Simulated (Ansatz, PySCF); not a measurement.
Gas-phase reaction (SMILES): C[SiH](C)C [trimethylsilane] -> C[Si-](C)C + H+; deprotonation at the site shown.

Each molecule is optimised on its own at B3LYP-D3(BJ)/def2-TZVP (Ansatz, a first-principles code). Correlated levels leave the core frozen unless marked. No spin-orbit coupling. No relativistic terms. Basis-set limits of correlation are two-point, X^-3; Hartree-Fock from the larger set. Anions need diffuse functions, of which def2-TZVPD holds fewer than the aug- sets. Thermal terms are rigid-rotor harmonic-oscillator values from B3LYP-D3(BJ) frequencies (Ansatz or PySCF) at 298.15 K and 1 atm. 1 Eh = 627.5095 kcal/mol. The proton has no electrons: its energy is zero and its thermal terms are those of translation.

| species | E, CCSD(T)/CBS(aug-cc-pV(T+d)Z,aug-cc-pV(Q+d)Z) (Ansatz) (Eh) | E, r2SCAN-D4/def2-TZVPD (Ansatz + dftd4) (Eh) | H - E (Eh) |
|---|---|---|---|
| C[SiH](C)C | -409.27871 | -409.81168 | 0.12691 |
| C[Si-](C)C | -408.65196 | -409.18357 | 0.11492 |
| H+ | 0.00000 | 0.00000 | 0.00236 |

Task: Work out ΔE and ΔH at 298.15 K at the first level, then ΔH at the second.

Result: 
1. ΔE = [(-408.65196) + (0.00000)] - [(-409.27871)] = 0.62675 Eh = 393.3 kcal/mol at CCSD(T)/CBS(aug-cc-pV(T+d)Z,aug-cc-pV(Q+d)Z).
2. The terms H - E add up to -0.00963 Eh, so ΔH = (0.62675 + (-0.00963))×627.5095 = 387.2 kcal/mol.
3. At r2SCAN-D4/def2-TZVPD the same steps give ΔE = 394.1 and ΔH = 388.1 kcal/mol, a shift of +0.9 from the first level.
4. These values are not checked against measurement here, since the tables used lack a sound gas-phase enthalpy of formation for at least one species, or one in the same ion convention.
